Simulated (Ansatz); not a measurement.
Gas-phase electronic energies from Ansatz, PBE0-D4/def2-TZVP geometries. CCSD(T)/CBS adds triple-zeta CCSD(T) − MP2 to the extrapolated MP2 energy (def2 sets, frozen cores). This one scheme is used for every species. Functionals use def2-TZVPP. B3LYP here is the variant with VWN-RPA as its local correlation; programs differ in this. HSE06 is defined as in plane-wave codes. For Sc outer-core shells are correlated without core-valence functions, which leaves a few kJ/mol of doubt a bond. Scalar relativity is left out up to krypton. One conformer a species, not always the lowest.

`[NH2][Sc]([NH2])[F]` + H₂O → `[NH2][Sc]([OH])[F]` + NH₃  (formal hydrolysis of the Sc–N bond)

```json
{"level": "LDA (SPW92)", "ΔE (kJ/mol)": "-73.7", "difference from CCSD(T)/CBS": "-0.4"}
{"level": "B3LYP-D4", "ΔE (kJ/mol)": "-75.0", "difference from CCSD(T)/CBS": "-1.7"}
{"level": "r2SCANh-D4", "ΔE (kJ/mol)": "-75.1", "difference from CCSD(T)/CBS": "-1.8"}
{"level": "HSE06-D4", "ΔE (kJ/mol)": "-71.7", "difference from CCSD(T)/CBS": "1.6"}
{"level": "PBE", "ΔE (kJ/mol)": "-72.8", "difference from CCSD(T)/CBS": "0.5"}
{"level": "revPBE", "ΔE (kJ/mol)": "-71.9", "difference from CCSD(T)/CBS": "1.4"}
{"level": "HF/def2-SVP", "ΔE (kJ/mol)": "-85.3", "difference from CCSD(T)/CBS": "-12.0"}
{"level": "CCSD(T)/def2-SVP", "ΔE (kJ/mol)": "-88.7", "difference from CCSD(T)/CBS": "-15.4"}
{"level": "HF/def2-TZVPP", "ΔE (kJ/mol)": "-79.5", "difference from CCSD(T)/CBS": "-6.2"}
{"level": "HF/CBS(def2)", "ΔE (kJ/mol)": "-79.0", "difference from CCSD(T)/CBS": "-5.7"}
{"level": "CCSD(T)/CBS", "ΔE (kJ/mol)": "-73.3", "difference from CCSD(T)/CBS": "0"}
```

Largest T1 diagnostic among the species: 0.016.

At CCSD(T), def2-SVP lies −15.4 kJ/mol from the extrapolated value and def2-TZVPP −1.2 kJ/mol. Leaving LDA and LC-ωPBE aside and taking each functional with its dispersion term where it has one, the values, not all of them listed here, spread over 8.8 kJ/mol, from CAM-B3LYP-D4 to revPBE-D4. In def2-TZVPP, CCSD(T) changes the Hartree–Fock value by +5.0 kJ/mol (the triples alone add +0.5 kJ/mol) and MP2 by +3.6 kJ/mol.
